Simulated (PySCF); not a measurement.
**What builds the second ionisation energy along the second row**

All values are computed (PySCF 2.14, energy differences of UHF-based or UKS calculations, no spin-orbit coupling). Each column adds one step, in eV (sums use unrounded values): valence MP2, valence CCSD, valence triples, then the next inner shell at CCSD(T) (B 1s, C 1s, N 1s, O 1s, F 1s, Ne 1s). References (NIST) marked * lie between the lowest fine-structure levels; the others compare directly ((s) semi-empirical, (t) theoretical).

```csv
element,UHF,+ MP2,+ CCSD,+ (T),+ inner shell,sum,reference
"B [He] 2s2 → [He] 2s1 (x2c-TZVPPall with one added diffuse shell each of s, p, d type, spin-free X2C)",23.447,0.968,0.652,0.000,-0.004,25.063,25.155
"C [He] 2s2 2p1 → [He] 2s2 (x2c-TZVPPall with one added diffuse shell each of s, p, d type, spin-free X2C)",24.167,0.203,-0.169,0.031,0.022,24.254,24.378
"N [He] 2s2 2p2 → [He] 2s2 2p1 (x2c-TZVPPall with one added diffuse shell each of s, p, d type, spin-free X2C)",29.204,0.409,-0.154,0.015,0.020,29.494,29.601 (s) *
"O [He] 2s2 2p3 → [He] 2s2 2p2 (x2c-TZVPPall with one added diffuse shell each of s, p, d type, spin-free X2C)",34.574,0.619,-0.176,0.008,0.017,35.042,35.121 *
"F [He] 2s2 2p4 → [He] 2s2 2p3 (x2c-TZVPPall with one added diffuse shell each of s, p, d type, spin-free X2C)",33.399,1.195,0.041,0.022,0.011,34.669,34.950
"Ne [He] 2s2 2p5 → [He] 2s2 2p4 (x2c-TZVPPall with one added diffuse shell each of s, p, d type, spin-free X2C)",39.269,1.453,-0.065,0.026,0.010,40.693,40.963 *
```

What remains against the references is mostly basis incompleteness and, for starred values, spin-orbit coupling.

These are valence bases, so the inner-shell step is incomplete.
